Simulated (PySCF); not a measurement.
C₄H₁₁NSi, SMILES N(=C(/C)[SiH3])/CC. Geometry: PBE-D3(BJ)/def2-SVP. The structure was generated by enumeration; whether it is a known compound was not checked. The values are those of a single conformer.

Computed equilibrium geometry at PBE-D3(BJ)/def2-SVP (PySCF confirms it by a frequency run) as bond lengths and angles, and its point group (one conformer of several):
point group Cs.
Atoms: C1 C2 N3 C4 C5 Si6 H7 H8 H9 H10 H11 H12 H13 H14 H15 H16 H17. Bonds (Å): C1–C2 1.525, C1–H7 1.109, C1–H8 1.108, C1–H9 1.108, C2–N3 1.458, C2–H10 1.117, C2–H11 1.117, N3–C4 1.290, C4–C5 1.517, C4–Si6 1.907, C5–H12 1.112, C5–H13 1.107, C5–H14 1.112, Si6–H15 1.499, Si6–H16 1.509, Si6–H17 1.509. Angles (°): C2–C1–H7 111.3, C2–C1–H8 110.5, C2–C1–H9 110.5, H7–C1–H8 108.5, H7–C1–H9 108.5, H8–C1–H9 107.5, C1–C2–N3 111.1, C1–C2–H10 110.2, C1–C2–H11 110.2, N3–C2–H10 110.1, N3–C2–H11 110.1, H10–C2–H11 104.9, C2–N3–C4 119.6, N3–C4–C5 124.8, N3–C4–Si6 116.0, C5–C4–Si6 119.2, C4–C5–H12 110.7, C4–C5–H13 112.6, C4–C5–H14 110.7, H12–C5–H13 108.1, H12–C5–H14 106.4, H13–C5–H14 108.1, C4–Si6–H15 110.7, C4–Si6–H16 109.6, C4–Si6–H17 109.6, H15–Si6–H16 110.1, H15–Si6–H17 110.1, H16–Si6–H17 106.8.
